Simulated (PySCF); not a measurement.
Worked example: dipole moment from atomic charges

Ge(H)3(SeH) (GeH4Se), SMILES [GeH3][SeH]. Atoms are numbered in the order given.

```xyz
6

Ge    -0.0020    -1.1699     0.0000
Se     0.0423     1.2086     0.0000
H     -0.7118    -1.6932    -1.2587
H      1.4742    -1.5892     0.0000
H     -0.7118    -1.6932     1.2587
H     -1.4255     1.3186     0.0000
```

Geometry: B3LYP-D3(BJ)/def2-TZVP.

Charges (e) from r2SCAN/def2-TZVPD (PySCF):

| atom | ESP fit | IAO |
|---|---|---|
| Ge1 | 0.039 | 0.376 |
| Se2 | -0.229 | -0.227 |
| H3 | -0.001 | -0.076 |
| H4 | 0.051 | -0.065 |
| H5 | -0.001 | -0.076 |
| H6 | 0.142 | 0.068 |

The dipole moment of the full density is 1.17 D.

What dipole moment does each set of point charges give, and which comes closer to that of the density?


μ = Σ q r, and 1 e Å = 4.8032 D.
ESP fit: Σ q r = (-0.136, -0.213, 0.000) e Å, |μ| = 1.21 D.
IAO: Σ q r = (-0.095, -0.264, 0.000) e Å, |μ| = 1.35 D.
ESP fit comes closer in size. Point charges leave out the atoms' own dipoles (lone pairs, polarised bonds); fits to the potential absorb them, partitions of the density don't.
